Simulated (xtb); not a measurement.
PbCl, SMILES [Cl][Pb+] (connectivity only; charge and spin as stated), charge +1, multiplicity 1. All values are semi-empirical tight-binding results from xtb (GFN2-xTB unless named), good for trends rather than for accurate numbers. Geometry: GFN2-xTB. The multiplicity is an assumed one; other spin states were not compared.

For metal compounds this method's bond lengths and energies can be far off.

Computed properties:
| Quantity | Result |
|---|---|
| point group as xtb finds it | C∞v |
| orbital gap | 3.06 eV |
